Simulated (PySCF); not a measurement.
C$_{6}$H$_{9}$PSi: full NMR table

| Property | Result |
| --- | --- |
| Formula | C6H9PSi |
| SMILES | [SiH3]Pc1ccccc1 |
| Point group of the computed structure | C1 |
| Carbon signals | 4 |
| Proton signals | 5 |

Atoms are numbered as in `[SiH3:1][PH:2][c:3]1[cH:4][cH:5][cH:6][cH:7][cH:8]1`; H(Xn) means a hydrogen on atom n.

[PySCF: NMR shieldings at PBE0/pcSseg-1/GIAO; GFN2-xTB geometry; single conformer; isolated molecule; equivalent nuclei averaged; relativity neglected]

References, each an isolated molecule treated in the same way: ¹H, ¹³C, ²⁹Si vs TMS; ³¹P against H3PO4.

```tsv
carbon	δC, type	δH (multiplicity)	HMBC from (2–3 bonds)	span of the C tensor (ppm)
C3	140.1, C	–	H(C4)/H(C8), H(C5)/H(C7), H(Si1), H(P2)	225
C4/C8	138.0, CH	7.73 (m)	H(C4)/H(C8), H(C5)/H(C7), H(C6), H(P2)	225
C5/C7	134.3, CH	7.54 (m)	H(C4)/H(C8), H(C5)/H(C7), H(C6)	235
C6	132.2, CH	7.45 (m)	H(C4)/H(C8), H(C5)/H(C7)	235
```

Other nuclei:
| atoms | nucleus | environment | δ (ppm) | σ (ppm) |
| --- | --- | --- | --- | --- |
| H(Si1) | ¹H | hydrogen on a silicon bonded to P | 4.04 | 27.68 |
| H(P2) | ¹H | hydrogen on a phosphorus bonded to C, Si | 3.39 | 28.32 |
| P2 | ³¹P | phosphorus bonded to C, Si, H | -168.9 | 487.3 |
| Si1 | ²⁹Si | silicon bonded to P, 3 H | -72.5 | 421.7 |

δC 140.1: substituted aromatic carbon. δC 138.0, 134.3, 132.2: aromatic CH; the aromatic region. δH 7.73, 7.54, 7.45: hydrogen on an aromatic CH; ring-current deshielding. δH 4.04: hydrogen on a silicon bonded to P. δH 3.39: hydrogen on a phosphorus bonded to C, Si.

Splittings by ³¹P in the carbon and heteronuclear signals aren't shown, as no couplings were computed. Shifts are as computed. Against solution values, carbons near 30 ppm lie about +3 ppm off and those near 130 ppm about +5 ppm. Of 1211 compounds with measured shifts, 218 miss one by over three times the rms of a fit or turn the order of signals round; such compounds aren't used in these exercises. Experimental scales use liquid or dissolved standards, which lie at an offset from isolated H3PO4. No couplings were computed; multiplicities are counted from neighbouring protons, with m where these are inequivalent, close in shift, in a saturated or five-membered ring or joined by F or P, and br s for small geminal =CH2 splittings.
